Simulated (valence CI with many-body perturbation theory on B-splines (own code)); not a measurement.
**Tm53+: input, log and results**

Computed by relativistic CI+MBPT: six valence electrons over a frozen Dirac-Fock core [Ne], radial functions for each j: 9 s, 9 p, 8 d, 6 f, 3 g, 1 h, with the one-electron correlation potential Σ1 (screened to all orders), the two-electron term Σ2, the three-electron term Σ3, Breit, model QED; selected single and double excitations, second order for the rest, scaled by the run's own slope (own B-spline code, finite nucleus).

Command, and the settings that its task file holds:

```sh
python run_cv.py task.json out
```

```
atom Tm  Z=69  mass_number=169  rms_radius_fm=5.2256
core [Ne]
valence 3s2 3p4
avg = 1
basis = M
breit = 1
cap = 60000
capref = 1200
cscale = 1
de = 0.0
dress = 0
eps = 2e-08
extrap = 1
h = 0.27
hh = 1
l2 = 3
lcore = 6
maxit = 60
n2 = 5
natural = 1
nlev = 35
nno = [5, 5, 5, 4, 2, 1]
nroot = 26
nsp = [4, 4, 3, 2, 1, 0]
pt2 = 1
qed = 1
rpa = 1
s1 = 1
s2 = 1
s3 = 1
screen = 1
tol = 2e-05
whole = 1
```

It took 8.2 min on 1 thread of Intel(R) Xeon(R) Processor @ 2.30GHz, with other jobs on the host.

Log. The first blocks belong to the next ion, which gives the ionisation energy. Fields: 2J, parity (1 odd), roots, reference size, generating configurations, candidates as configurations/state functions, variational space P, stored matrix elements, Davidson steps; e2 is the range of second-order energies in hartree. The first line gives the box (bohr), its intervals, the orbitals and the steps of their self-consistent field. Window is the range of levels sought, series limit the energy at which the first omitted orbital would enter, core excitation an estimate of the first excitation out of the core, left out the lowest levels not solved, and shifts from estimates the range by which levels moved from their first estimate, all in cm⁻¹.

```
rmax 2.1 intervals 56 orbitals 63 references ['3s2 3p4', '3s2 3p3 3d', '3s 3p5', '3s 3p4 3d', '3s2 3p2 3d2'] scf 4 t 0.9
2J=3 par=1 roots 2 ref 33 generators 7 cand 18775/185855 P 1639/6000 nnz 4.9e+06 it 6
2J=3 par=1 roots 2 ref 33 generators 14 cand 23221/221364 P 4595/21847 nnz 4.4e+07 it 5
   second order: generators 24 cand 31422/296194 e2 -0.00021 -0.00016
reference levels 607, estimated 94, window 4241406 1/cm; series limit 31248922, core excitation 57328484
2J=4 par=0 roots 5 ref 47 generators 19 cand 40020/839154 P 2413/12000 nnz 8.9e+06 it 6
2J=4 par=0 roots 5 ref 47 generators 28 cand 48492/1028285 P 7993/59993 nnz 1.8e+08 it 8
   second order: generators 44 cand 74910/2350685 e2 -0.00277 -0.00064
2J=0 par=0 roots 4 ref 19 generators 16 cand 34971/194116 P 5592/12000 nnz 6.6e+06 it 5
2J=0 par=0 roots 4 ref 19 generators 25 cand 40967/244611 P 13402/41933 nnz 5.9e+07 it 6
   second order: generators 36 cand 52795/400904 e2 -0.00042 -0.00006
2J=4 par=1 roots 9 ref 102 generators 17 cand 41552/862175 P 1748/11983 nnz 1.3e+07 it 8
2J=4 par=1 roots 9 ref 102 generators 26 cand 46407/967195 P 5698/53374 nnz 1.8e+08 it 9
   second order: generators 41 cand 63571/1846734 e2 -0.00467 -0.00311
2J=2 par=1 roots 8 ref 81 generators 19 cand 42328/601743 P 2257/11969 nnz 1.1e+07 it 9
2J=2 par=1 roots 8 ref 81 generators 26 cand 45011/666849 P 7925/58162 nnz 2e+08 it 8
   second order: generators 41 cand 58749/1145911 e2 -0.00234 -0.00128
2J=0 par=1 roots 4 ref 31 generators 11 cand 29759/164008 P 4256/12000 nnz 9.1e+06 it 5
2J=0 par=1 roots 4 ref 31 generators 20 cand 37693/223633 P 12437/45466 nnz 9.8e+07 it 7
   second order: generators 30 cand 47606/362712 e2 -0.00023 -0.00012
2J=6 par=1 roots 7 ref 95 generators 16 cand 42370/973315 P 1753/11989 nnz 1.3e+07 it 10
2J=6 par=1 roots 7 ref 95 generators 23 cand 45490/1086871 P 5353/52890 nnz 1.9e+08 it 9
   second order: generators 39 cand 63985/1841017 e2 -0.00467 -0.00350
2J=2 par=0 roots 3 ref 32 generators 11 cand 32960/447497 P 2161/11963 nnz 1.1e+07 it 6
2J=2 par=0 roots 3 ref 32 generators 21 cand 42724/635738 P 7715/60000 nnz 2.1e+08 it 8
   second order: generators 34 cand 67262/1440089 e2 -0.00208 -0.00056
2J=8 par=1 roots 4 ref 68 generators 7 cand 26031/633381 P 1693/11992 nnz 1.4e+07 it 5
2J=8 par=1 roots 4 ref 68 generators 17 cand 42234/1032987 P 5066/51526 nnz 2e+08 it 9
   second order: generators 30 cand 55119/1665517 e2 -0.00373 -0.00220
2J=6 par=0 roots 2 ref 35 generators 10 cand 33689/719811 P 1564/11948 nnz 1.3e+07 it 6
2J=6 par=0 roots 2 ref 35 generators 17 cand 43213/1035827 P 5000/53985 nnz 2.1e+08 it 8
   second order: generators 28 cand 65398/2114684 e2 -0.00491 -0.00214
2J=8 par=0 roots 2 ref 26 generators 11 cand 34037/865398 P 2015/11993 nnz 1.3e+07 it 5
2J=8 par=0 roots 2 ref 26 generators 18 cand 43720/1083965 P 5828/54266 nnz 2.3e+08 it 6
   second order: generators 32 cand 67761/2398159 e2 -0.00170 -0.00133
2J=10 par=1 roots 1 ref 38 generators 4 cand 21259/515087 P 1526/12000 nnz 1.8e+07 it 5
2J=10 par=1 roots 1 ref 38 generators 9 cand 32986/767651 P 4122/44752 nnz 2.3e+08 it 6
   second order: generators 14 cand 38888/925614 e2 -0.00069 -0.00069
left out: unestimated 6127080, estimated 4929476, shifts from estimates -413 to 139
operators 1.0
```

The Davidson iterations converged.

The last digits are not significant, and no measured levels were compared; by estimate large intervals hold to a few tenths of a per cent, small ones and those within an open d or f shell to about a per cent. Among the levels kept, up to 990 cm⁻¹ of a level comes from second order outside the variational space, and about a tenth of that is noise between levels of different J, which matters for small intervals.

```yaml
Valence_energy: -1224.565 hartree
Ionisation_energy: "5046.5 eV (NIST: 5044 ± 5 eV (theoretical))"
Reference_configurations_for_the_orbitals: 3s2 3p4, 3s2 3p3 3d, 3s 3p5, 3s 3p4 3d, 3s2 3p2 3d2
Radial_orbitals: 63
Box_radius: 2.122 bohr
Largest_variational_space: 60000
Lowest_levels: (3s^2 3p1/2^2 3p3/2^2) J=2 0.00, (3s^2 3p1/2^2 3p3/2^2) J=0 17.99, (3s^2 3p1/2^2 3p3/2 3d3/2) J=2 214.31, (3s^2 3p1/2^2 3p3/2 3d3/2) J=1 221.73, (3s^2 3p1/2^2 3p3/2 3d3/2) J=0 222.16, (3s^2 3p1/2^2 3p3/2 3d3/2) J=3 222.43, (3s^2 3p1/2 3p3/2^3) J=1 247.34, (3s^2 3p1/2 3p3/2^3) J=2 256.28, (3s^2 3p1/2^2 3p3/2 3d5/2) J=4 276.00, (3s^2 3p1/2^2 3p3/2 3d5/2) J=2 280.96, (3s^2 3p1/2^2 3p3/2 3d5/2) J=3 299.24, (3s^2 3p1/2^2 3p3/2 3d5/2) J=1 309.22, (3s 3p1/2^2 3p3/2^3) J=2 412.66, (3s 3p1/2^2 3p3/2^3) J=1 432.02 eV
```

Levels are named by their leading jj configuration (3d3/2^4 stands for four electrons in 3d with j = 3/2), which in mixed levels can hold well under half, so a name can repeat and another be missing.
